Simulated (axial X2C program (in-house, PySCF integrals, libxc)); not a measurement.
Low determinants of CrSi at the PBE0 level, scalar-relativistic

Computed with an axial X2C code built on PySCF integrals. Spin-free means the one-electron spin-free X2C Hamiltonian. Basis: Cr dyall-cv3z [9s10p6d3f2g], Si dyall-v3z [8s7p2d1f] (cores contracted in-house); Gaussian nuclei, density fitting, unrestricted open shells. Masses: Cr 51.941 u, Si 27.977 u.

Search at 2.488 Å (vertical energies from the lowest determinant):

```
ΔE (eV)           state  electrons beyond evenly filled partner blocks  electrons in σ, π, δ, φ
   0.00  M_S = 4, Λ = 0             2 × σα, 2 × π+α, 2 × π-α, δ+α, δ-α                20 16 2 0
   0.03  M_S = 3, Λ = 1                     σα, 2 × π+α, π-α, δ+α, δ-α                21 15 2 0
   0.75  M_S = 3, Λ = 2            2 × σα, 2 × π+α, π+β, π-α, δ+α, δ-α                20 16 2 0
   0.75  M_S = 3, Λ = 0            2 × σα, π+α, π+β, 2 × π-α, δ+α, δ-α                20 16 2 0
   1.08  M_S = 3, Λ = 0                     2 × π+α, 2 × π-α, δ+α, δ-α                20 16 2 0
   1.13  M_S = 4, Λ = 1                 3 × σα, 2 × π+α, π-α, δ+α, δ-α                21 15 2 0
   1.76  M_S = 3, Λ = 2                      σα, 2 × π+α, 2 × π-α, δ+α                21 16 1 0
```

Lowest determinant, M_S = 4, Λ = 0 (beyond evenly filled blocks: 2 × σα, 2 × π+α, 2 × π-α, δ+α, δ-α): Re = 2.525 Å, ωe = 272.7 cm⁻¹.

The determinant in row 2 of the search, M_S = 3, Λ = 1 (beyond evenly filled blocks: σα, 2 × π+α, π-α, δ+α, δ-α), was followed along the bond at PBE0; measured from the minimum of the lowest determinant it gives:

Te = 0.030 eV (238 cm⁻¹), Re = 2.483 Å, ωe = 297.8 cm⁻¹.

Compare the bond of the determinant in row 2 with that of the lowest one.

At PBE0 its Re is 0.042 Å shorter and its force constant, which goes as ωe², is 1.19 times that of the lowest determinant. This determinant mixes spin states, so it has no term energy of its own.

The search compares states at one distance, so a state with another bond length can lie lower; it is not exhaustive and yields mostly the lowest determinant of each block pattern, so other components and higher states of one pattern are missing. These are energies of single determinants, not of spin-adapted states; PBE0 term energies can be off by some tenths of an eV, and the functional has no current term. The lowest determinant need not be the ground state where others lie within half an eV. Row 2 is spin-contaminated (⟨S²⟩ = 12.13 against 12.00), so its values are not those of a pure state.
